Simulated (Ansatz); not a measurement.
Ansatz (a quantum-chemistry and plane-wave program) input:

Ansatz 0.2 input:
```yaml
crystal:
  periodic: [false, false, false]
  atoms:
    - {symbol: Te, position_ang: [-0.61747579, -0.68542774, -0.61249049]}
    - {symbol: Cl, position_ang: [0.65509188, 0.65525145, 0.61480438]}
basis:
  gaussian:
    orbitals: def2-TZVP
hamiltonian:
  xc: b3lyp
  dispersion: d3bj
total_charge: 1
relax: {f_tol: 0.002, max_steps: 150}
```

Q: Predict the final energy.

A: -727.98397 Eh (B3LYP-D3(BJ)/def2-TZVP). The basis has 87 functions.

This is an excited singlet: at this geometry the triplet lies 1.00 eV lower at CCSD(T)/CBS(def2-TZVPPD,def2-QZVPPD).
